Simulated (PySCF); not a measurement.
Compound: C₇H₉OP.
SMILES: `C[C@@H]1CP1c1ccco1`

Computed, not measured: TDDFT wB97X-D/def2-SVPD, vertical, gas phase, core orbitals frozen in the response (PySCF 2.14.0, density-fitted response routines). One conformer (not necessarily the lowest) at the PBE0-D3(BJ)/def2-SVP geometry, without solvent, vibrations or thermal averaging.

Computed singlets:

```
state  E (eV)       f
   S1    5.41   0.360
   S2    6.16  0.0066
   S3    6.22   0.016
   S4    6.61  0.0052
   S5    6.73  0.0004
   S6    6.81   0.090
   S7    7.09   0.011
   S8    7.34  0.0077
   S9    7.54  0.0043
  S10    7.60   0.256
```

Q: Build the mean polarisability up from these states and compare it with the full response value.

A: Each state adds f / ΔE² (ΔE in hartree, 27.2114 eV).

```
state  f/ΔE² (au)  running sum (au)  running share of α (%)
   S1        9.12              9.12                     8.3
   S2        0.13              9.25                     8.4
   S3        0.32              9.56                     8.7
   S4        0.09              9.65                     8.8
   S5        0.01              9.66                     8.8
   S6        1.44             11.09                    10.1
   S7        0.17             11.26                    10.2
   S8        0.11             11.37                    10.3
   S9        0.06             11.42                    10.4
  S10        3.28             14.70                    13.4
```

The full response gives 109.90 au (16.29 Å³), so 95.2 au comes from the higher roots of the same equations.

Q: By how much does the contribution of these states grow at 589.3 nm?

A: With ω = 0.0773 hartree each state's term in the mean polarisability goes from f / ΔE² to f / (ΔE² − ω²); the sum over all 10 states goes from 14.70 to 16.85 au, a rise of 2.15 au. The full frequency-dependent response rises by 4.72 au, from 109.90 to 114.61 au.

The largest single term belongs to S1, which also has the largest f.

Time: 2.8 min wall (with the writing of density and orbital grids); peak memory 1.2 GiB. Hardware: one thread, Intel Xeon Platinum 8488C (x86_64), on a shared host.
